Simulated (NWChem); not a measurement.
# C₂H₃F₂NSi; SMILES N1[C@H](F)[Si@H](C=1)F

```xyz
9

F     -1.1327    -1.8884    -0.1499
C     -0.3357    -0.9517     0.4510
N      1.1060    -1.1820     0.2071
C      1.5798    -0.0015    -0.0782
Si    -0.1012     0.7940    -0.3535
F     -0.5836     2.2024     0.3387
H     -0.5137    -0.9764     1.5498
H      2.6676     0.1666    -0.1859
H     -0.4973     0.8607    -1.8000
```
Atoms are numbered in this order, from 1.

Program: NWChem. Pople sets run with spherical d functions. All runs use the structure optimised with PBE-D3(BJ)/def2-SVP. Ions are spin-unrestricted doublets at the neutral geometry; other ion states weren't tried.

```json
[
 {"level": "B3LYP/6-31G*", "−ε(HOMO) (eV)": "7.16"},
 {"level": "PBE/6-31G*", "−ε(HOMO) (eV)": "5.97"},
 {"level": "Hartree-Fock/6-31G*", "−ε(HOMO) (eV)": "10.95"},
 {"level": "r2SCAN/6-31G*", "−ε(HOMO) (eV)": "(withheld)"},
 {"level": "BHandHLYP/6-31G*", "−ε(HOMO) (eV)": "8.79"}
]
```

Q: What belongs in the gaps?

A: 
- r2SCAN/6-31G*, −ε(HOMO) (eV): 6.31
